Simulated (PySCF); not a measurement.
WOCl3, SMILES [O]=[W]([Cl])([Cl])[Cl] (connectivity only; charge and spin as stated), neutral, multiplicity 2.

Coordinates come from a PBE0-D3(BJ)/def2-SVP optimisation. The multiplicity is an assumed one; other spin states were not compared. The isomer is the one that the SMILES or the coordinates give; other isomers of the formula were not compared. The def2 effective core potentials stand for the cores of W; spin–orbit coupling is left out.

Level of theory: PBE0-D3(BJ)/def2-SVP (PySCF).

Frequencies are harmonic and unscaled.

```csv
mode,ν (cm⁻¹),IR (km/mol),moving atoms (share of kinetic energy)
1,51,10.5,"Cl 56 %, O 25 %, W 18 %"
2,89,1.0,"Cl 88 %, W 8 %"
3,123,5.3,"O 51 %, Cl 49 %"
4,125,1.6,"Cl 75 %, W 23 %"
5,222,1.0,"O 74 %, Cl 22 %"
6,402,18.5,Cl 92 %
7,403,53.5,"Cl 81 %, W 19 %"
8,419,76.3,"Cl 71 %, W 26 %"
9,1065,141.3,"O 92 %, W 8 %"
```
